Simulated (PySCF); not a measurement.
Structure with atom numbers: `[CH3:1][NH:2][Si:3]1([C:4]#[N:5])[SiH2:6][CH2:7][SiH2:8]1`. Hydrogens are named by the atom that carries them.

- coordinates at the GFN2-xTB level
- PBE0/pcSseg-1 with gauge-including orbitals
- run in PySCF
- averaged over atoms made equivalent by symmetry, fast rotation or ring inversion, non-relativistic Hamiltonian, one conformer, gas phase

Shifts are taken against calculated references (same method and geometry level): TMS for ¹³C (σ = 186.93 ppm) and ¹H (σ = 31.72 ppm) and ²⁹Si (σ = 349.16 ppm); ¹⁵N (σ = 267.73 ppm) vs NH3.

| atoms | nucleus | count | Hirshfeld charge | δ (ppm) |
| --- | --- | --- | --- | --- |
| Ha(C7) | ¹H | 1 | 0.04 | 0.35 |
| C1 | ¹³C | 1 | -0.07 | 32.3 |
| C4 | ¹³C | 1 | -0.04 | ? |
| Si6/Si8 | ²⁹Si | 2 | 0.24 | -42.0 |
| Ha(Si6)/Ha(Si8) | ¹H | 2 | -0.07 | ? |
| C7 | ¹³C | 1 | -0.25 | -14.8 |
| Hb(C7) | ¹H | 1 | 0.04 | 0.38 |
| Si3 | ²⁹Si | 1 | 0.28 | -7.4 |
| N5 | ¹⁵N | 1 | -0.21 | 369.0 |
| H(C1) | ¹H | 3 | 0.04 | 2.76 |
| Hb(Si6)/Hb(Si8) | ¹H | 2 | -0.07 | ? |
| N2 | ¹⁵N | 1 | -0.24 | ? |
| H(N2) | ¹H | 1 | 0.12 | 0.32 |

Q: Fill in the missing shifts.

A: 
- C4: 124.9 ppm, nitrile carbon; C≡N carbons fall here, among the sp2 signals but without a proton
- Hb(Si6)/Hb(Si8): 5.01 ppm, hydrogen on a silicon bonded to C, Si, in a 4-membered ring
- Ha(Si6)/Ha(Si8): 4.87 ppm, hydrogen on a silicon bonded to C, Si, in a 4-membered ring
- N2: 26.6 ppm, nitrogen bonded to C, Si, H

The OH or NH signal is concentration- and solvent-dependent in practice; the value given is the gas-phase one. Shifts are as computed. Against solution values, carbons near 30 ppm lie about +3 ppm off and those near 130 ppm about +5 ppm. Of 1211 compounds with measured shifts, 218 miss one by over three times the rms of a fit or turn the order of signals round; such compounds aren't used in these exercises. Experimental scales use liquid or dissolved standards, which lie at an offset from isolated NH3 (liquid NH3: subtract about 20 ppm). Unscaled 15N shifts of sp2 nitrogen come out 20 to 40 ppm too high even then.
